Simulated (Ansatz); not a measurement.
Basis sets compared for (H2In-mu-OH)2 (In₂O₂H₆). Total charge 0; singlet. Geometry PBE0-D4/def2-SVP. Ansatz on 4 threads of Arm Neoverse N1 on a shared host; times are rough, and most runs start from earlier orbitals.

```xyz
10

In   -1.361    0.049    0.992
H    -2.275    1.494    0.883
H    -1.494   -1.416    1.895
O     0.739    0.627    0.997
In    1.254    0.279   -1.090
H     1.193    1.799   -1.878
H     2.316   -1.081   -1.138
O    -0.785   -0.487   -1.039
H     1.288    0.158    1.635
H    -0.875   -1.421   -1.256
```

In the def2 sets In takes a core potential; there is no spin–orbit coupling.

Binding counts from free atoms (In doublet, H doublet, O triplet) in the same basis, without a counterpoise term.

```json
{"level": "PBE-D4/def2-SVP", "functions": "110", "energy (Eh)": "-534.0730", "HOMO (eV)": "-6.64", "LUMO (eV)": "-1.44", "binding per atom (eV)": "2.80", "wall time": "1.8 s"}
{"level": "PBE-D4/def2-TZVP", "functions": "198", "energy (Eh)": "-534.2814", "HOMO (eV)": "-6.78", "LUMO (eV)": "-1.65", "binding per atom (eV)": "2.80", "wall time": "3.3 s"}
{"level": "r2SCAN-D4/def2-TZVP (with forces)", "functions": "198", "energy (Eh)": "-534.5175", "HOMO (eV)": "-7.10", "LUMO (eV)": "-1.23", "binding per atom (eV)": "2.82", "wall time": "8 s"}
{"level": "PBE0-D4/def2-SVP", "functions": "110", "energy (Eh)": "-534.0791", "HOMO (eV)": "-7.95", "LUMO (eV)": "-0.69", "binding per atom (eV)": "2.74", "wall time": "2.6 s"}
{"level": "PBE0-D4/def2-TZVP", "functions": "198", "energy (Eh)": "-534.2826", "HOMO (eV)": "-8.05", "LUMO (eV)": "-0.93", "binding per atom (eV)": "2.75", "wall time": "5.5 s"}
```

(1) Estimate the rows for PBE-D4/def2-TZVPD, r2SCAN-D4/def2-TZVPD, PBE0-D4/def2-TZVPD.

## Answers

(1) 
```csv
level,functions,energy (Eh),HOMO (eV),LUMO (eV),binding per atom (eV),wall time
PBE-D4/def2-TZVPD,246,-534.2842,-6.81,-1.71,2.80,5.5 s
r2SCAN-D4/def2-TZVPD,246,-534.5199,-7.12,-1.28,2.83,11 s
PBE0-D4/def2-TZVPD,246,-534.2850,-8.07,-1.00,2.75,7.5 s
```
